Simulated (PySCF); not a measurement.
## Electron correlation in Fe¹⁵⁺ (iron, charge +15)

[Ne] 3s1, 2S determinant. All numbers are calculated (PySCF 2.14, scalar relativity by spin-free X2C-1e, in an uncontracted even-tempered set (18 s from 1.1 bohr⁻², ratio 2.5; 11 p from 1.4 bohr⁻², ratio 2.5; 5 d from 5.7 bohr⁻², ratio 2.7; 4 f from 8.5 bohr⁻², ratio 2.7)). Frozen: 1s2; 9 electrons correlated; the 19 highest virtual orbitals of each spin left out.

| level | correlation energy (mhartree) |
| --- | --- |
| CCSD | -315.27 |
| (T) | -0.45 |
| CCSD(T) | -315.72 |

Diagnostics: T1 = 0.00039, D1 = 0.0015, largest double amplitude 0.005.

Problem. Is a single reference adequate?

Solution. Yes, within this model without spin-orbit coupling: T1 lies below 0.03 and no double amplitude reaches 0.07.
